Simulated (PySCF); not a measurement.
**ORD: `OC[C@@H]1C[C@@H](Cl)[C@H]1Br`, C₅H₈BrClO**

Cartesian coordinates in Å; atom numbers follow the order of the lines, from 1:
```xyz
16

O     1.4973    1.2770   -0.1255
C     1.6252   -0.1259   -0.2096
C     0.2474   -0.7640   -0.0786
C    -0.8169   -0.1873   -1.0322
C    -1.3843    0.6237    0.1357
Cl   -3.1438    0.6250    0.3279
C    -0.5534   -0.2161    1.1151
Br   -1.5363   -1.5920    2.0607
H     2.3608    1.6799   -0.2610
H     2.2752   -0.5014    0.5946
H     2.0637   -0.4192   -1.1737
H     0.3576   -1.8484   -0.1061
H    -0.4442    0.3993   -1.8673
H    -1.5100   -0.9454   -1.3896
H    -1.0504    1.6615    0.1336
H     0.0045    0.3424    1.8646
```

Computed, not measured: TDDFT B3LYP/def2-SVPD circular dichroism and optical rotation, one conformer, gas phase in PySCF 2.14.0. Geometry: GFN2-xTB.

The molecule is flexible and this is one conformer; a measurement averages over conformers. The calculation is non-relativistic, which matters for the atoms heavier than Zn.

Stereocentres: C3 S, C5 R, C7 S.

**Question.** What is the specific rotation at 633, 589.3, 546, 436, 405, 365, 355 nm?

**Answer.** [α] in deg dm⁻¹ (g/mL)⁻¹:
| λ (nm) | origin-invariant length gauge | modified velocity gauge | length gauge (centre of mass) | isotropic polarisability (au) |
| --- | --- | --- | --- | --- |
| 633 | -10.2 | -14.0 | -8.8 | 99.8 |
| 589.3 | -11.8 | -16.2 | -10.1 | 100.2 |
| 546 | -13.7 | -19.1 | -11.8 | 100.6 |
| 436 | -20.9 | -30.7 | -17.8 | 102.5 |
| 405 | -23.9 | -35.9 | -20.2 | 103.3 |
| 365 | -28.4 | -44.8 | -23.6 | 104.8 |
| 355 | -29.5 | -47.6 | -24.5 | 105.2 |

**Question.** And for the mirror image at 589.3 nm?

**Answer.** +11.8 deg dm⁻¹ (g/mL)⁻¹ (origin-invariant length gauge): the same size and the opposite sign.

**Question.** What is the molar rotation [Φ] = [α]·M/100 of the geometry above at 589.3 nm?

**Answer.** With M = 199.47 g/mol, -23.5 deg cm² dmol⁻¹ (origin-invariant length gauge).

The first excitation lies at 5.61 eV (221 nm) with R = -2.0 × 10⁻⁴⁰ esu² cm² (velocity form).
